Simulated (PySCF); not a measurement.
# What a mistake does to a calculation on B2CH7Si

All numbers below are calculated, not measured. They come from PySCF 2.14.0, an open-source quantum chemistry program, on an isolated molecule that a program drew, which may never have been made. The molecule is B2CH7Si (charge 0, doublet), drawn as the SMILES string `B[SiH]BC`.

Each row is a Hartree-Fock (HF) and frozen-core CCSD(T) single point in the cc-pV(D+d)Z basis, meant for a local HF minimum. Run 1 is clean. Each other run has one planted mistake out of seven kinds, and not every kind appears here: one electron removed, one electron added, multiplicity raised by two, geometry at a saddle point, minimal basis STO-3G, one bond length entered in bohr, all coordinates scaled. The reference is restricted for singlets and unrestricted otherwise, and also for a bond in bohr. Adding or removing an electron swaps singlet and doublet. Electrons count all cores. HOMO and LUMO are orbital energies over both spins, the gradient is its largest component, and the lowest frequency (negative if imaginary) is given only where the gradient is small. Bond lengths are over the 10 bonds as drawn. T1 is the CCSD diagnostic: over 0.02 (restricted) or 0.045 (unrestricted) a single reference is doubtful.

Geometry of the clean run:
```xyz
11
B2CH7Si, angstrom
B     0.3672   -0.7961   -2.3309
Si    0.4460   -0.2243   -0.4308
B     1.9003   -0.7131    0.8683
C     3.1473   -1.6071    0.5021
H    -0.5366   -0.4634   -3.0454
H     1.2331   -1.4886   -2.7897
H    -0.6539    0.6312    0.0759
H     1.8144   -0.2952    1.9939
H     4.0638   -1.0346    0.6936
H     3.1901   -2.4659    1.1834
H     3.1799   -1.9765   -0.5239
```

| run | electrons | basis functions | <S^2> | HOMO (eV) | LUMO (eV) | gradient (hartree/bohr) | lowest frequency (cm^-1) | mean bond (Å) | longest bond (Å) | T1 | HF (hartree) | CCSD(T) (hartree) | mistake |
|---|---|---|---|---|---|---|---|---|---|---|---|---|---|
| 1 | 37 | 100 | 0.762 | -8.26 | 0.16 | 3.8e-05 | 74 | 1.3945 | 2.010 | 0.0140 | -380.18318 | -380.65567 | no fault |
| 2 | 36 | 100 | 0.000 | -16.49 | -6.79 | 3.7e-02 | - | 1.3945 | 2.010 | 0.0109 | -379.90744 | -380.35784 | one electron removed |
| 3 | 37 | 31 | 0.760 | -5.48 | 4.82 | 3.0e-02 | - | 1.3945 | 2.010 | 0.0158 | -375.75169 | -375.96393 | minimal basis STO-3G |
| 4 | 37 | 100 | 1.580 | -8.19 | -0.08 | 9.0e-03 | - | 1.5264 | 2.802 | 0.0515 | -380.06871 | -380.53812 | ? |
| 5 | 37 | 100 | 0.760 | -8.45 | 0.10 | 6.3e-02 | - | 1.2969 | 1.870 | 0.0125 | -380.13207 | -380.59813 | ? |

**Which mistake was planted in run 4, and what did it cost?**

The mean bond changes by a factor of 1.095 and the longest by 1.394, so the molecule wasn't scaled as a whole. A length L in bohr read as angstrom grows by (1/0.5292 - 1) L = 0.890 L. The 10 bonds together grew by 10 x 0.1319 = 1.319 Å, which gives L = 1.482 Å. That is bond Si2-H7, 1.483 Å in the clean geometry. So the mistake is: one bond length entered in bohr. Subtracting run 1 and multiplying by 627.51 kcal/mol a hartree, the energy moved by 71.8 kcal/mol in HF and 73.8 kcal/mol in CCSD(T).

**Which mistake was planted in run 5, and what did it cost?**

The mean and the longest bond both change by the same factor, 0.930, and the gradient is no longer small. So the mistake is: all coordinates scaled. Subtracting run 1 and multiplying by 627.51 kcal/mol a hartree, the energy moved by 32.1 kcal/mol in HF and 36.1 kcal/mol in CCSD(T).

Cautions from the logs. Run 4: T1 is over the limit, so its CCSD(T) energy is less reliable.
